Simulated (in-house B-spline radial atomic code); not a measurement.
Results of a calculation; reference values are marked as such.
**Cl ion on Ga atom: potential, deflection and energy transfer**

The pair potential comes from two frozen, spherical free-atom densities (PBE, B-spline radial code, scalar-relativistic past argon): electrostatics plus the change in Thomas-Fermi kinetic and Dirac exchange energy where they overlap, the recipe behind the universal ZBL potential, which averages such potentials (from solid-state densities) over many pairs. It is written V = (Z1 Z2 e²/r) φ(r/a), with e² = 14.3996 eV·Å and a = 0.46850 Å/(Z1^0.23 + Z2^0.23); ZBL's fit is φ = 0.18175 e^(−3.1998x) + 0.50986 e^(−0.94229x) + 0.28022 e^(−0.4029x) + 0.02817 e^(−0.20162x). Where φ falls below 4e-4 it is continued as an exponential.

Masses 35.45 and 69.72 u.

| x = r/a | φ, this pair | φ, ZBL |
| --- | --- | --- |
| 0.1 | 0.8942 | 0.8928 |
| 0.25 | 0.7739 | 0.7647 |
| 0.5 | 0.6261 | 0.6096 |
| 1 | 0.4341 | 0.4164 |
| 1.5 | 0.3146 | 0.2995 |
| 2 | 0.2343 | 0.2218 |
| 3 | 0.1368 | 0.1292 |
| 4 | 0.08504 | 0.08026 |
| 5 | 0.05444 | 0.05224 |
| 6.5 | 0.02984 | 0.02914 |
| 8 | 0.01808 | 0.01705 |
| 10 | 0.009821 | 0.008778 |
| 12 | 0.005264 | 0.00474 |
| 14.5 | 0.002375 | 0.002328 |
| 17 | 0.001088 | 0.001212 |

Question: At x = 1 the electrostatic, kinetic and exchange parts are 20501.22, 8819.26 and -339.81 eV. Find r, V and φ.

Answer: a = 0.46850/(1.9187 + 2.2030) = 0.11367 Å, so r = 0.11367 Å. V = 20501.22 + 8819.26 + (-339.81) = 28980.67 eV. The bare repulsion is 17 × 31 × 14.3996/0.11367 = 66761 eV, so φ = 0.4341, +4.2 % against ZBL's 0.4164. The kinetic (Pauli) term is 30 % of V here.

Question: The ion comes in at 1.007 keV with impact parameter 0.2273 Å. The scattering integral gives a centre-of-mass angle of 120.8° and a closest approach of 5.379 a. What are the reduced energy, the energy passed on and the laboratory angles?

Answer: ε = E a M2/(Z1 Z2 e² (M1 + M2)) = 1007 × 9.9298e-06 = 0.01. The most that one collision can pass on is γE with γ = 4 M1 M2/(M1 + M2)² = 0.8938. Here T = γE sin²(θ/2) = 0.8938 × 1007 × 0.7562 = 680.7 eV. The ion turns by arctan(sin θ/(cos θ + M1/M2)) = 90.3° (second quadrant: it bounces back), and the struck atom leaves at (180° − θ)/2 = 29.6°. The closest approach is 0.611 Å. With ZBL the angle would be 119.98° and T = 675 eV.
